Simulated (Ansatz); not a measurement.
Errors in the atomisation enthalpy at 298 K

6 molecules holding Si, Ge, B, Al, Ga, P or As; the atomisation enthalpy at 298 K in kJ/mol, computed less measured. Shapes, held fixed at every level: PBE0-D4/def2-TZVP. Thermal terms are harmonic and unscaled (PBE0-D4/def2-TZVP); the spin-orbit lowering of the free atoms is taken from their spectra. Programs: Ansatz 0.2.0. Measured values: CRC Handbook of Chemistry and Physics, NIST-JANAF tables.

Levels: A = wB97M-V/def2-TZVPP; B = CCSD(T)/def2-SVP; C = CCSD(T)/def2-TZVPP.

```
                       molecule  from tabulated heats    A     B    C
   HBS (hydrogen boron sulfide)                  1015  +15   -47  -29
   BCl2F (dichlorofluoroborane)                  1537  +15   -70  -49
              BHF2 (SMILES FBF)                  1681   +4   -65  -40
   PF3 (phosphorus trifluoride)                  1513   +9  -237  -80
GeCl4 (germanium tetrachloride)                  1353  +24  -129  -24
         SiH3I (SMILES [SiH3]I)                  1213   -1   -92  -24
```

Which level does best on this set, which worst, and which err to one side?


```
             level                    kind  mean error  mean absolute error  worst case
wB97M-V/def2-TZVPP  range-separated hybrid       +11.0                 11.3       GeCl4
  CCSD(T)/def2-SVP   coupled cluster or CI      -106.7                106.7         PF3
CCSD(T)/def2-TZVPP   coupled cluster or CI       -41.0                 41.0         PF3
```

On this set wB97M-V/def2-TZVPP has the smallest mean absolute error and CCSD(T)/def2-SVP the largest. wB97M-V/def2-TZVPP is too high in 5 of 6; CCSD(T)/def2-SVP is too low in 6 of 6; CCSD(T)/def2-TZVPP is too low in 6 of 6. The heats of GeCl4 (germanium tetrachloride) come from older tables and can be uncertain by 10 kJ/mol or more. The molecules' own spin-orbit lowering is left out, so errors for iodides read a little too negative. Heats of the atoms come from ATcT where it has them, that of boron, 570 kJ/mol, from recent work. The levels differ in basis as well as in method. The tabulated values of HBS, BCl2F, BHF2, SiH3I are in doubt (older tables, estimates, or at odds with other calculations) and kept here. Correlated wave functions converge slowly with the basis. For atoms past krypton def2 sets carry core potentials with scalar relativity. Relativity is left out for Ge. Outer-core shells of Ge, I are correlated, in sets that cover them unevenly. The set is small.
